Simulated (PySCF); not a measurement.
## Ru³⁰⁺: ionisation energy

Ru³⁰⁺ [Ne] 3s2 3p2 (3P) → Ru³¹⁺ [Ne] 3s2 3p1 (2P), as a difference of total energies. Calculation: PySCF 2.14, in an uncontracted even-tempered set (18 s from 4.1 bohr⁻², ratio 2.5; 12 p from 5.4 bohr⁻², ratio 2.5; 5 d from 23 bohr⁻², ratio 2.7; 4 f from 34 bohr⁻², ratio 2.7); the spin-free X2C one-electron Hamiltonian (Gaussian nucleus). Correlated levels: outer shells: 1s2 frozen; virtual orbitals above 40 to 60 times the deepest correlated orbital energy dropped. The calculations carry no spin-orbit coupling.

```tsv
method	ionisation energy (eV)
UHF	1725.0
PBE	1726.7
PBE0	1726.6
PW91	1727.2
PBEsol	1726.3
MP2 (outer shells)	1725.5
SCS-MP2 (outer shells)	1725.3
```

Problem. Estimate what LDA gives.

Solution. 1726.3 eV, closest to PBEsol among the rows shown.

Problem. Estimate what r2SCAN gives.

Solution. 1727.0 eV, closest to PW91 among the rows shown.

Spin-orbit coupling is strong in these open shells (close to jj coupling). The scalar numbers leave it out and a first-order estimate fails, so it can dominate the gap to the real levels.

Breit and QED terms and the two-electron picture change are absent.

For comparison: 1743 ± 4 eV (semi-empirical (NIST evaluation); NIST Atomic Spectra Database, ionization energies).
